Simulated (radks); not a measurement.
The nuclear charge of the nitrogen ion N2+ is varied continuously with 5 electrons held in [He] 2s2 2p1. Calculated with a radial shooting solver on a logarithmic mesh with Libxc functionals: Dirac Kohn-Sham, LDA (Slater exchange, Perdew-Wang correlation), spin-unpolarised, spherical densities, finite nucleus; open shells fill j = l - 1/2 first; Fermi nuclear charge, rms radius 2.5582 fm. By the Hellmann-Feynman theorem dE/dZ = E(electron-nucleus)/Z, the electronic potential at the nucleus (averaged over a nucleus of fixed radius).

Z = 6.5: E (hartree) -44.41647; E(electron-nucleus)/Z (hartree) -15.4488; HOMO 2p1/2; e(HOMO) (eV) -26.507; <r> HOMO (bohr) 1.290
Z = 6.6: E (hartree) -45.97516; E(electron-nucleus)/Z (hartree) -15.7249; HOMO 2p1/2; e(HOMO) (eV) -28.594; <r> HOMO (bohr) 1.256
Z = 6.7: E (hartree) -47.56145; E(electron-nucleus)/Z (hartree) -16.0010; HOMO 2p1/2; e(HOMO) (eV) -30.750; <r> HOMO (bohr) 1.223
Z = 6.8: E (hartree) -49.17535; E(electron-nucleus)/Z (hartree) -16.2771; HOMO 2p1/2; e(HOMO) (eV) -32.975; <r> HOMO (bohr) 1.192
Z = 6.9: E (hartree) -50.81686; E(electron-nucleus)/Z (hartree) -16.5532; HOMO 2p1/2; e(HOMO) (eV) -35.270; <r> HOMO (bohr) 1.163
Z = 7: E (hartree) -52.48598; E(electron-nucleus)/Z (hartree) -16.8293; HOMO 2p1/2; e(HOMO) (eV) -37.634; <r> HOMO (bohr) 1.135
Z = 7.1: E (hartree) -54.18272; E(electron-nucleus)/Z (hartree) -17.1054; HOMO 2p1/2; e(HOMO) (eV) -40.068; <r> HOMO (bohr) 1.108
Z = 7.2: E (hartree) -55.90706; E(electron-nucleus)/Z (hartree) -17.3815; HOMO 2p1/2; e(HOMO) (eV) -42.571; <r> HOMO (bohr) 1.083
Z = 7.3: E (hartree) -57.65902; E(electron-nucleus)/Z (hartree) -17.6577; HOMO 2p1/2; e(HOMO) (eV) -45.143; <r> HOMO (bohr) 1.059
Z = 7.4: E (hartree) -59.43860; E(electron-nucleus)/Z (hartree) -17.9338; HOMO 2p1/2; e(HOMO) (eV) -47.784; <r> HOMO (bohr) 1.036
Z = 7.5: E (hartree) -61.24579; E(electron-nucleus)/Z (hartree) -18.2100; HOMO 2p1/2; e(HOMO) (eV) -50.494; <r> HOMO (bohr) 1.014
Z = 7.6: E (hartree) -63.08060; E(electron-nucleus)/Z (hartree) -18.4862; HOMO 2p1/2; e(HOMO) (eV) -53.273; <r> HOMO (bohr) 0.9930
Z = 7.7: E (hartree) -64.94303; E(electron-nucleus)/Z (hartree) -18.7624; HOMO 2p1/2; e(HOMO) (eV) -56.121; <r> HOMO (bohr) 0.9728
Z = 7.8: E (hartree) -66.83309; E(electron-nucleus)/Z (hartree) -19.0387; HOMO 2p1/2; e(HOMO) (eV) -59.038; <r> HOMO (bohr) 0.9535
Z = 7.9: E (hartree) -68.75077; E(electron-nucleus)/Z (hartree) -19.3150; HOMO 2p1/2; e(HOMO) (eV) -62.024; <r> HOMO (bohr) 0.9350
Z = 8: E (hartree) -70.69608; E(electron-nucleus)/Z (hartree) -19.5913; HOMO 2p1/2; e(HOMO) (eV) -65.079; <r> HOMO (bohr) 0.9172

The central difference of E at Z = 7 is -16.829 hartree, to compare with the third column; the second derivative is -2.76 hartree.
